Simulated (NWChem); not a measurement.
Molecule: HfBrF3; SMILES [F][Hf]([Br])([F])[F]

This build's default masses of Se (78.918 u) and Br (79.917 u) are each other's, which moves their modes by up to 0.6 %. def2 effective core potentials on Hf; no spin-orbit coupling.

Task: Give the equilibrium geometry at PBE0/def2-SVP with def2 effective core potentials on Hf (NWChem) as a list of bonds and angles, with the point group.

Result: point group C3v; any orientation.
Bonded distances (Å): Hf1–F2 1.897, Hf1–F3 1.897, Hf1–F4 1.897, Hf1–Br5 2.498. Bond angles (°): F2–Hf1–F3 108.8, F2–Hf1–F4 108.8, F2–Hf1–Br5 110.1, F3–Hf1–F4 108.8, F3–Hf1–Br5 110.1, F4–Hf1–Br5 110.1.
